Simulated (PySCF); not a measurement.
CH$_{3}$ClGa (SMILES [CH3][Ga][Cl]), doublet, at a GFN2-xTB geometry (such geometries of metal compounds can be far from the true shape) (the spin is typed, not shown lowest); SVWN5/6-31G** in PySCF.

The PySCF input:
```python
from pyscf import gto, scf, dft

mol = gto.Mole()
mol.atom = '''
    Ga    0.501768    0.313517    0.109440
    C    -0.421486    1.586176   -1.419512
    H    -1.349949    1.963541   -0.994626
    H    -0.632999    0.938123   -2.268130
    H     0.230507    2.404827   -1.710429
    Cl   -0.663144   -1.443681    0.593977
'''
mol.basis = '6-31g**'
mol.charge = 0
mol.spin = 1
mol.verbose = 4
mol.build()

mf = dft.UKS(mol)
mf.xc = 'lda,vwn'
mf.kernel()
```

It wrote (shortened):

```
PySCF version 2.14.0

[INPUT] verbose = 4
[INPUT] num. atoms = 6
[INPUT] num. electrons = 57
[INPUT] charge = 0
[INPUT] spin (= nelec alpha-beta = 2S) = 1
[INPUT] symmetry False subgroup None
[INPUT] Mole.unit = angstrom
[INPUT] Symbol           X                Y                Z      unit          X                Y                Z       unit  Magmom
[INPUT]  1 Ga     0.501768000000   0.313517000000   0.109440000000 AA    0.948204098071   0.592461265395   0.206811627072 Bohr   0.0
[INPUT]  2 C     -0.421486000000   1.586176000000  -1.419512000000 AA   -0.796493105338   2.997438225358  -2.682488910534 Bohr   0.0
[INPUT]  3 H     -1.349949000000   1.963541000000  -0.994626000000 AA   -2.551033892130   3.710554724355  -1.879570736372 Bohr   0.0
[INPUT]  4 H     -0.632999000000   0.938123000000  -2.268130000000 AA   -1.196194747124   1.772795541155  -4.286144514910 Bohr   0.0
[INPUT]  5 H      0.230507000000   2.404827000000  -1.710429000000 AA    0.435595099795   4.544464406959  -3.232242365514 Bohr   0.0
[INPUT]  6 Cl    -0.663144000000  -1.443681000000   0.593977000000 AA   -1.253160541149  -2.728161701238   1.122453854291 Bohr   0.0

nuclear repulsion = 222.972972851334
number of shells = 35
number of NR pGTOs = 194
number of NR cGTOs = 79
basis = 6-31g**
ecp = {}

******** <class 'pyscf.dft.uks.UKS'> ********
method = UKS
initial guess = minao
damping factor = 0
level_shift factor = 0
DIIS = <class 'pyscf.scf.diis.CDIIS'>
diis_start_cycle = 1
diis_space = 8
diis_damp = 0
SCF conv_tol = 1e-09
SCF conv_tol_grad = None
SCF max_cycles = 50
direct_scf = True
direct_scf_tol = 1e-13
number electrons alpha = 29  beta = 28
XC library pyscf.dft.libxc version 7.1.2
    S. Lehtola, C. Steigemann, M. J. T. Oliveira, and M. A. L. Marques,  SoftwareX 7, 1–5 (2018)
XC functionals = lda,vwn
    P. A. M. Dirac,  Math. Proc. Cambridge Philos. Soc. 26, 376 (1930)
    F. Bloch,  Z. Phys. 57, 545 (1929)
    S. H. Vosko, L. Wilk, and M. Nusair,  Can. J. Phys. 58, 1200 (1980)
radial grids:
    Treutler-Ahlrichs [JCP 102, 346 (1995); DOI:10.1063/1.469408] (M4) radial grids

becke partition: Becke, JCP 88, 2547 (1988); DOI:10.1063/1.454033
pruning grids: <function nwchem_prune>
grids dens level: 3
symmetrized grids: False
atomic radii adjust function: <function treutler_atomic_radii_adjust>
small_rho_cutoff = 0
Set gradient conv threshold to 3.16228e-05
tot grids = 83328
init E= -2419.23240534229

cycle= 1 E= -2419.66395102315  delta_E= -0.432  |g|= 0.608  |ddm|= 1.66
cycle= 2 E= -2419.20477781536  delta_E= 0.459  |g|= 1.13  |ddm|= 1.66
cycle= 3 E= -2419.78735127705  delta_E= -0.583  |g|= 0.106  |ddm|= 1.35
cycle= 4 E= -2419.79467977357  delta_E= -0.00733  |g|= 0.0541  |ddm|= 0.266
cycle= 5 E= -2419.7963446054  delta_E= -0.00166  |g|= 0.0202  |ddm|= 0.0856
cycle= 6 E= -2419.79666254034  delta_E= -0.000318  |g|= 0.00533  |ddm|= 0.036
cycle= 7 E= -2419.79667919706  delta_E= -1.67e-05  |g|= 0.00126  |ddm|= 0.00774
cycle= 8 E= -2419.79668001861  delta_E= -8.22e-07  |g|= 0.00033  |ddm|= 0.00193
cycle= 9 E= -2419.79668011104  delta_E= -9.24e-08  |g|= 9.66e-05  |ddm|= 0.000768
cycle= 10 E= -2419.79668011916  delta_E= -8.12e-09  |g|= 2.26e-05  |ddm|= 0.000199
cycle= 11 E= -2419.79668011949  delta_E= -3.24e-10  |g|= 6.02e-06  |ddm|= 3.96e-05
Extra cycle  E= -2419.79668011945  delta_E= 4.23e-11  |g|= 1.07e-05  |ddm|= 2.59e-05
converged SCF energy = -2419.79668011945  <S^2> = 0.75196469  2S+1 = 2.0019637
```
